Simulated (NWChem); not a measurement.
Molecule: AlCl2, doublet; SMILES [Cl][Al][Cl]

All runs: NWChem. Spin-unrestricted. In the optimisation the excess spin sits in a1 (C2v, its own frame). Structure relaxed at the PBE-D3(BJ)/def2-SVP, spin-unrestricted level. The spin multiplicity was typed, not searched, and may not be the lowest. No stability test was run on the SCF state. Level M06-2X/def2-SVP: energy and gradient on several grids; changes count from the extra-fine grid, which is no exact limit either.

Problem. Which is the coarsest grid (xcoarse; fine; medium; coarse; xfine) from which on the energy stays within 50 μHa and each gradient component within 100 μHa/bohr of xfine?

Solution. coarse.
```csv
grid,size of the energy change (μHa),largest change of a gradient component (μHa/bohr)
xcoarse,2000,200
coarse,< 10,40
medium,< 10,< 30
fine,< 10,< 30
xfine,< 10,< 30
```
